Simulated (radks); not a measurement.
The numbers below are computed, except where a source is named.
Valence configurations of Ir I (all share [Xe]). Level of theory: scalar-relativistic Kohn-Sham, r2SCAN, spin-polarised, spherical densities, finite nucleus; open shells are filled with parallel spins first (spin-orbit coupling, left out, can overturn this in heavy ions); meta-GGA in the generalised Kohn-Sham scheme; Fermi nuclear charge, rms radius 5.4032 fm (a radial shooting solver on a logarithmic mesh with Libxc functionals). Energies are relative to 4f14 5d7 6s2; eigenvalues in eV for spin up.

| valence | E (eV) | moment (Bohr magnetons) | e(4f) | e(5d) | e(6p) | e(6s) |
|---|---|---|---|---|---|---|
| 4f14 5d7 6s2 | 0.000 | 3 | -63.070 | -8.413 | - | -7.047 |
| 4f14 5d9 | 1.597 | 1 | -57.777 | -4.220 | - | - |
| 4f14 5d7.5 6s1 6p0.5 | 1.778 | 4 | -62.405 | -8.191 | -1.823 | -7.686 |
| 4f14 5d7 6s1.5 6p0.5 | 2.200 | 4 | -63.946 | -9.317 | -1.928 | -8.018 |
| 4f14 5d6.5 6s2 6p0.5 | 2.578 | 4 | -65.504 | -10.462 | -2.022 | -8.320 |
| 4f14 5d7 6s1 6p1 | 3.872 | 5 | -64.619 | -10.039 | -2.580 | -8.835 |
| 4f14 5d6 6s2 6p1 | 5.428 | 5 | -67.895 | -12.429 | -2.801 | -9.490 |
| 4f13 5d8 6s2 | 60.923 | 3 | -74.378 | -9.254 | - | -6.916 |
| 4f13 5d7 6s2 6p1 | 68.154 | 5 | -79.512 | -13.550 | -2.774 | -9.509 |
| 4f12 5d8 6s2 6p1 | 139.32 | 5 | -91.492 | -14.648 | -2.748 | -9.505 |

NIST lists [Xe] 4f14 5d7 6s2 as the ground configuration; this level of theory agrees among the configurations tried. The energies are those of spherical high-spin densities, not of single terms.
